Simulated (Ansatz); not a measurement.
Consider the ligand exchange at a Zn–C bond: `[SiH3]O[CH2][ZnH]` + `[SH][GaH2]` → `[ZnH][S][GaH2]` + `CO[SiH3]`.

Isolated molecules relaxed with PBE0-D4/def2-TZVP in Ansatz; ΔE leaves out vibrations. CCSD(T)/CBS adds triple-zeta CCSD(T) − MP2 to the extrapolated MP2 energy (def2 sets, frozen cores). Functionals use def2-TZVPP. B3LYP here is the variant with VWN-RPA as its local correlation; programs differ in this. HSE06 is defined as in plane-wave codes. For Ga, Zn outer-core shells are correlated without core-valence functions, which leaves a few kJ/mol of doubt a bond. Scalar relativity is left out up to krypton. One conformer a species, not always the lowest.

`[SiH3]O[CH2][ZnH]`:

```xyz
10

Si    1.541   -0.126    0.885
O     0.302    0.541    0.035
C    -0.804   -0.280   -0.370
Zn   -2.053    0.871   -1.362
H     2.515    0.959    1.152
H     2.188   -1.220    0.106
H     1.050   -0.706    2.168
H    -1.283   -0.729    0.511
H    -0.448   -1.114   -0.990
H    -3.008    1.803   -2.134
```

`[SH][GaH2]`:

```xyz
5

S    -1.028   -1.196   -0.252
Ga    0.097    0.641    0.189
H     0.052   -1.913   -0.604
H    -0.766    1.848    0.669
H     1.645    0.619   -0.002
```

`[ZnH][S][GaH2]`:

```xyz
6

Zn    0.403   -1.157   -1.396
S    -0.576   -1.391    0.528
Ga   -0.354    0.721    1.084
H     1.090   -1.016   -2.756
H     0.357    1.686    0.069
H    -0.919    1.158    2.471
```

`CO[SiH3]`:

Z-matrix (Å, degrees):
```
C
O 1 1.408
H 1 1.091 2 108.3
H 1 1.096 2 111.5 3 119.2
H 1 1.096 2 111.5 3 -119.2
Si 2 1.642 1 122.4 3 -179.7
H 6 1.481 2 106.5 1 179.8
H 6 1.490 2 110.9 1 59.7
H 6 1.490 2 110.9 1 -60.1
```

```tsv
level	ΔE (kJ/mol)	difference from CCSD(T)/CBS
LDA (SPW92)	-133.1	13.2
PBE-D4	-134.7	11.6
revPBE-D4	-131.8	14.5
BLYP-D4	-129.8	16.5
r2SCAN-D4	-144.3	2.0
B97M-V	-143.9	2.4
PBE0-D4	-143.4	2.9
B3LYP-D4	-138.0	8.3
r2SCAN0-D4	-149.8	-3.5
HSE06-D4	-143.7	2.6
BHLYP-D4	-149.7	-3.4
CAM-B3LYP-D4	-137.2	9.1
ωB97X-V	-140.1	6.2
ωB97M-V	-139.1	7.2
B2PLYP	-140.6	5.7
PBE-QIDH	-148.3	-2.0
PBE	-134.3	12.0
BLYP	-129.4	16.9
r2SCAN	-144.4	1.9
PBE0	-143.1	3.2
B3LYP	-137.2	9.1
r2SCAN0	-149.8	-3.5
BHLYP	-147.1	-0.8
CAM-B3LYP	-136.8	9.5
LC-ωPBE	-139.3	7.0
HF/def2-SVP	-161.1	-14.8
MP2/def2-SVP	-145.0	1.3
CCSD/def2-SVP	-142.5	3.8
CCSD(T)/def2-SVP	-141.6	4.7
HF/def2-TZVPP	-160.9	-14.6
MP2/def2-TZVPP	-142.8	3.5
SCS-MP2/def2-TZVPP	-141.6	4.7
CCSD/def2-TZVPP	-140.6	5.7
CCSD(T)/def2-TZVPP	-139.5	6.8
HF/def2-QZVPP	-161.5	-15.2
MP2/def2-QZVPP	-146.8	-0.5
SCS-MP2/def2-QZVPP	-145.5	0.8
HF/CBS(def2)	-161.6	-15.3
MP2/CBS(def2)	-149.5	-3.2
CCSD/CBS(def2)	-147.3	-1.0
CCSD(T)/CBS	-146.3	0
```

Problem. What do rigid-rotor, harmonic-oscillator terms from PBE0-D4/def2-TZVP frequencies (298.15 K, 1 bar) make of the CCSD(T)/CBS value? (Estimate.)

Solution. The calculation gave: ΔZPE = +10.2 kJ/mol, ΔH = -135.8 kJ/mol, ΔS = 5 J/(mol·K), ΔG = -137.2 kJ/mol. Modes under 50 cm⁻¹ make the entropy rough.

Largest T1 diagnostic among the species: 0.015.

From BLYP to BHLYP (50 % exact exchange), in def2-TZVPP and without D4, ΔE moves by −17.7 kJ/mol. In def2-TZVPP, CCSD(T) changes the Hartree–Fock value by +21.4 kJ/mol (the triples alone add +1.1 kJ/mol) and MP2 by +18.1 kJ/mol.
